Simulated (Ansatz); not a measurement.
Breaking the Br1–F2 bond in BrF (multiplicity 1 held). Energies count from the point at 1.774 Å.


Signs of static correlation in cc-pVTZ, with CASSCF(14,8), from Ansatz (an electronic-structure program) runs.

```json
[
 {"R (Å)": "1.419", "T1 of restricted CCSD": "0.008", "⟨S²⟩ of UHF": "0.000", "largest double amplitude of restricted CCSD": "0.037", "weight of the CASSCF reference in MRCISD": "0.921", "CASSCF natural occupations": "2.00 2.00 2.00 2.00 2.00 2.00 1.99 0.01"},
 {"R (Å)": "1.597", "T1 of restricted CCSD": "0.010", "⟨S²⟩ of UHF": "0.000", "largest double amplitude of restricted CCSD": "0.056", "weight of the CASSCF reference in MRCISD": "0.919", "CASSCF natural occupations": "2.00 2.00 2.00 2.00 2.00 2.00 1.97 0.03"},
 {"R (Å)": "1.774", "T1 of restricted CCSD": "0.012", "⟨S²⟩ of UHF": "0.000", "largest double amplitude of restricted CCSD": "0.093", "weight of the CASSCF reference in MRCISD": "0.917", "CASSCF natural occupations": "2.00 2.00 2.00 2.00 2.00 2.00 1.94 0.06"},
 {"R (Å)": "1.952", "T1 of restricted CCSD": "0.015", "⟨S²⟩ of UHF": "0.331", "largest double amplitude of restricted CCSD": "0.140", "weight of the CASSCF reference in MRCISD": "0.916", "CASSCF natural occupations": "2.00 2.00 2.00 2.00 2.00 2.00 1.89 0.12"},
 {"R (Å)": "2.129", "T1 of restricted CCSD": "0.020", "⟨S²⟩ of UHF": "0.705", "largest double amplitude of restricted CCSD": "0.196", "weight of the CASSCF reference in MRCISD": "0.917", "CASSCF natural occupations": "2.00 2.00 2.00 2.00 2.00 2.00 1.80 0.20"},
 {"R (Å)": "2.395", "T1 of restricted CCSD": "0.031", "⟨S²⟩ of UHF": "0.902", "largest double amplitude of restricted CCSD": "0.295", "weight of the CASSCF reference in MRCISD": "0.918", "CASSCF natural occupations": "2.00 2.00 2.00 2.00 2.00 2.00 1.62 0.38"},
 {"R (Å)": "2.662", "T1 of restricted CCSD": "0.044", "⟨S²⟩ of UHF": "0.970", "largest double amplitude of restricted CCSD": "0.409", "weight of the CASSCF reference in MRCISD": "0.919", "CASSCF natural occupations": "2.00 2.00 2.00 2.00 2.00 2.00 1.43 0.57"},
 {"R (Å)": "3.105", "T1 of restricted CCSD": "(withheld)", "⟨S²⟩ of UHF": "1.008", "largest double amplitude of restricted CCSD": "(withheld)", "weight of the CASSCF reference in MRCISD": "0.920", "CASSCF natural occupations": "2.00 2.00 2.00 2.00 2.00 2.00 1.21 0.79"},
 {"R (Å)": "3.549", "T1 of restricted CCSD": "0.073", "⟨S²⟩ of UHF": "1.012", "largest double amplitude of restricted CCSD": "0.722", "weight of the CASSCF reference in MRCISD": "0.920", "CASSCF natural occupations": "2.00 2.00 2.00 2.00 2.00 2.00 1.05 0.95"},
 {"R (Å)": "4.081", "T1 of restricted CCSD": "0.076", "⟨S²⟩ of UHF": "1.012", "largest double amplitude of restricted CCSD": "0.800", "weight of the CASSCF reference in MRCISD": "0.920", "CASSCF natural occupations": "2.00 2.00 2.00 2.00 2.00 2.00 1.00 1.00"},
 {"R (Å)": "4.791", "T1 of restricted CCSD": "0.074", "⟨S²⟩ of UHF": "1.012", "largest double amplitude of restricted CCSD": "0.838", "weight of the CASSCF reference in MRCISD": "0.920", "CASSCF natural occupations": "2.00 2.00 2.00 2.00 2.00 2.00 1.00 1.00"},
 {"R (Å)": "5.678", "T1 of restricted CCSD": "0.070", "⟨S²⟩ of UHF": "1.012", "largest double amplitude of restricted CCSD": "0.850", "weight of the CASSCF reference in MRCISD": "0.920", "CASSCF natural occupations": "2.00 2.00 2.00 2.00 2.00 2.00 1.00 1.00"},
 {"R (Å)": "7.097", "T1 of restricted CCSD": "0.067", "⟨S²⟩ of UHF": "1.012", "largest double amplitude of restricted CCSD": "0.855", "weight of the CASSCF reference in MRCISD": "0.920", "CASSCF natural occupations": "2.00 2.00 2.00 2.00 2.00 2.00 1.00 1.00"}
]
```

Problem. Some entries are withheld; supply them.

Solution. 
- 3.105, T1 of restricted CCSD: 0.063
- 3.105, largest double amplitude of restricted CCSD: 0.593

Doubts at one or more of the structures used: a restricted determinant that unrestricted orbitals would lower (R-CCSD(T)/cc-pVTZ); other coupled-cluster roots lie near (R-CCSD(T)/cc-pVTZ); T1 above 0.05 (R-CCSD(T)/cc-pVTZ, U-CCSD(T)/cc-pVTZ); a spin-contaminated determinant (U-CCSD(T)/cc-pVTZ); the program's own flag: other amplitudes (U-CCSD(T)/cc-pVTZ).
